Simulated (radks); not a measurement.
Effect of the nuclear size on the oxygen ion O2+, [He] 2s2 2p2. Calculated with a radial shooting solver on a logarithmic mesh with Libxc functionals: Dirac Kohn-Sham, exchange-only LDA, spin-unpolarised, spherical densities, finite nucleus; open shells fill j = l - 1/2 first; Fermi nuclear charge, rms radius 2.6991 fm. The rms radius is varied about that value; shifts are against it.

| rms radius (fm) | total energy shift (eV) | density at nucleus (e/bohr^3) | 1s1/2 shift (meV) |
|---|---|---|---|
| 2.4211 | -0.0000744 | 320.6 | -0.029 |
| 2.5992 | -0.0000276 | 320.5 | -0.011 |
| 2.6991 | 0 | 320.5 | 0.000 |
| 2.9528 | 0.0000748 | 320.3 | 0.029 |
| 3.3739 | 0.000214 | 320.1 | 0.083 |

Slopes of the eigenvalues against <r^2> in GHz/fm^2, as finite differences over the two radii next to the reference (eigenvalue slopes, not the field-shift constants of lines): 1s1/2 4.88.
